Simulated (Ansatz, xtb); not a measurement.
## Two isomers of C5H5FN2

Structure a is `Cc1ccnc(F)n1`, a singlet and structure b is `Cc1ncncc1F`, a singlet. Both are isolated molecules in the gas phase, relaxed with PBE-D3(BJ)/def2-SVP.

Task: Estimate which is lower in electronic energy at CCSD(T)/def2-SVP + ΔMP2/def2-TZVPP, and by roughly how much.

Result: The CCSD(T)/def2-SVP + ΔMP2/def2-TZVPP calculation puts structure a lower, by 9.1 kcal/mol.

Level by level:

```csv
level,geometry,E(b) − E(a) (kcal/mol),departure from the last row (kcal/mol),"job, with rough time for the two"
GFN2-xTB,GFN2-xTB,+6.1,−3.0,"optimisation, 0.096 s"
HF/STO-3G,GFN2-xTB,+6.4,−2.7,"single point, 0.5 s"
r2SCAN-D4/def2-SVP,GFN2-xTB,+10.5,+1.3,"single point, 6.3 s"
PBE-D3(BJ)/def2-SVP,PBE-D3(BJ)/def2-SVP,+9.2,+0.1,"optimisation, 26 s"
HF/def2-SVP,PBE-D3(BJ)/def2-SVP,+12.2,+3.0,part of the CCSD(T) run
MP2/def2-SVP,PBE-D3(BJ)/def2-SVP,+9.4,+0.3,part of the CCSD(T) run
CCSD(T)/def2-SVP,PBE-D3(BJ)/def2-SVP,+9.4,+0.3,single point
CCSD(T)/def2-SVP + ΔMP2/def2-TZVPP,PBE-D3(BJ)/def2-SVP,+9.1,,"single point, 2.2 min"
```

As drawn, both hold the same kinds of bond in the same numbers.

The levels shown agree on the order. The largest departure from CCSD(T)/def2-SVP + ΔMP2/def2-TZVPP is that of HF/def2-SVP, 3.0 kcal/mol. The last row adds to CCSD(T) the change of the MP2 difference between the two basis sets, here −0.3 kcal/mol.

With thermal terms from frequencies at re-optimised GFN2-xTB minima (ideal gas, soft modes damped towards free rotors, one conformer each, 298.15 K, 1 atm): the zero-point term adds −0.2 kcal/mol; ΔH is +9.0 and ΔG +8.9 kcal/mol.

The correlated steps freeze 8 core orbitals. Run with Ansatz 0.2.0, xtb 6.7.1; the last row on 2 threads of Arm Neoverse V2 on a shared host.
